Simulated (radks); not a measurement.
Problem. The mean radii <r> (bohr) of the occupied orbitals of an atom or ion are listed with their occupations. Method: scalar-relativistic Kohn-Sham, SCAN, spin-unpolarised, spherical densities, finite nucleus; meta-GGA in the generalised Kohn-Sham scheme; Fermi nuclear charge, rms radius of each element as measured or else 0.836 A^(1/3) + 0.57 fm; computed with a radial shooting solver on a logarithmic mesh with Libxc functionals.

| orbital | occ. | <r> |
|---|---|---|
| 1s | 2 | 0.02457 |
| 2s | 2 | 0.1051 |
| 2p | 6 | 0.09236 |
| 3s | 2 | 0.2780 |
| 3p | 6 | 0.2763 |
| 3d | 10 | 0.2536 |
| 4s | 2 | 0.6387 |
| 4p | 6 | 0.6767 |
| 4d | 10 | 0.7491 |
| 5s | 1 | 1.533 |
| 5p | 6 | 1.765 |
| 4f | 2 | 1.158 |
| 5d | 1 | 2.550 |

Name the element and its charge.

Solution. Z = 58, cerium, charge +2: Ce2+ in [Kr] 4d10 4f2 5s1 5p6 5d1. The 1s radius gives Z: for a bare nucleus <r> = (2 gamma + 1)/(2Z) with gamma = sqrt(1 - (Z/c)^2), 0.02424 bohr for Z = 58, and screening makes it slightly larger (0.02457 here). The occupations add up to 56, and the charge is Z minus that.
